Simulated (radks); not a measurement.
Values are calculated unless marked as measured or tabulated.
The tellurium ion Te2+, 50 electrons, occupied as [Kr] 4d10 5s2 5p2. Code: a radial shooting solver on a logarithmic mesh with Libxc functionals. Model: scalar-relativistic Kohn-Sham, PBE, spin-polarised, spherical densities, point nucleus; open shells are filled with parallel spins first (spin-orbit coupling, left out, can overturn this in heavy ions).

Unscreened Slater integrals over Kohn-Sham orbitals (cm^-1). They are taken over the spin-up orbitals. Empty in this configuration: 6s.

integral,value
"F0(5p,5p)",84773
"F2(5p,5p)",46090
"F0(5p,5s)",91156
"G1(5p,5s)",60670
"F0(5p,4d)",105680
"F2(5p,4d)",29446
"G1(5p,4d)",9600.3
"G3(5p,4d)",8767.0
"F0(5p,4p)",107500
"F2(5p,4p)",24774
"G0(5p,4p)",4789.0
"G2(5p,4p)",6132.4
"F0(5p,6s)",52966
"G1(5p,6s)",5641.9
"F0(5s,5s)",99807
"F0(5s,4d)",121700
"G2(5s,4d)",15669
"F0(5s,4p)",124380
"G1(5s,4p)",8562.1
"F0(5s,6s)",54317
"G0(5s,6s)",3190.4
"F0(4d,4d)",204410
"F2(4d,4d)",103150
"F4(4d,4d)",68249
"F0(4d,4p)",220250
"F2(4d,4p)",111490
"G1(4d,4p)",141760
"G3(4d,4p)",87626
"F0(4d,6s)",58204
"G2(4d,6s)",2430.3
"F0(4p,4p)",240340
"F2(4p,4p)",126160
"F0(4p,6s)",58748
"G1(4p,6s)",1599.7
"F0(6s,6s)",43816

Derived for the open shells (J is the average intra-shell exchange parameter used in DFT+U). 5p: J = F2/5 = 9218 cm^-1.
